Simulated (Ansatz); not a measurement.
Harmonic frequencies (cm⁻¹) at PBE0-D4/def2-TZVP from Ansatz: 93, 218, 242, 336, 419, 519, 753, 833, 894, 958, 1028, 1080, 1110, 1157, 1194, 1250, 1314, 1360, 1391, 1432, 1474, 1478, 3047, 3064, 3120, 3144, 3160.

(1) Which molecule is it?
A. `CC(Cl)=C(O)O`
B. `C[C@H]1O[C@H](Cl)O1`
C. `N[SiH2][NH][InH2]`
D. `C=C(F)NC`

## Answers

(1) B.
